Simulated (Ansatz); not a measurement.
Z-matrix (Å, degrees):
```
C
C 1 1.350
Se 1 1.863 2 113.5
F 1 1.324 2 126.1 3 180.0
C 2 1.425 1 113.0 3 0.0
H 2 1.082 1 122.5 3 -180.0
C 3 1.859 1 86.0 2 -0.0
H 5 1.083 2 122.2 1 -180.0
H 7 1.079 3 120.2 1 -180.0
```

Total charge 0; spin multiplicity 1.

Question: List the CAM-B3LYP/def2-TZVPP orbital energies in eV (the Gaussian-basis code of Ansatz). (Estimate.)

Answer: The calculation gave: Occupied: -12353.64, -1582.80, -1421.02, -1420.98, -1420.95, -674.50, -281.86, -279.68, -279.24, -279.08, -215.41, -159.53, -159.41, -159.28, -60.34, -60.32, -60.20, -60.11, -60.10, -36.28, -26.00, -22.24, -21.96, -18.38, -17.62, -16.41, -15.35, -14.88, -14.26, -13.06, -11.92, -11.48, -11.02, -8.44, -8.04. Lowest empty: 0.48, 0.96, 2.54, 2.60, 2.63, 3.37, 3.84, 4.22.
